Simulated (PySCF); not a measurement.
A structure optimised at PBE0-D3(BJ)/def2-SVP, used in a PySCF frequency run:

```xyz
5

F      1.3011     0.8172    -1.2879
Si     0.3942     0.5431     0.0000
F      1.3011     0.8172     1.2879
Cl    -1.1608     1.8348     0.0000
Br    -0.2630    -1.5287     0.0000
```
Charge 0, spin multiplicity 1.

Q: Write its SMILES, formula and point group.

A: F[Si](F)(Cl)Br, BrClF2Si, Cs

Q: What are its rotational constants (standard atomic weights)?

A: 2.7324, 1.2566, 1.0961 GHz
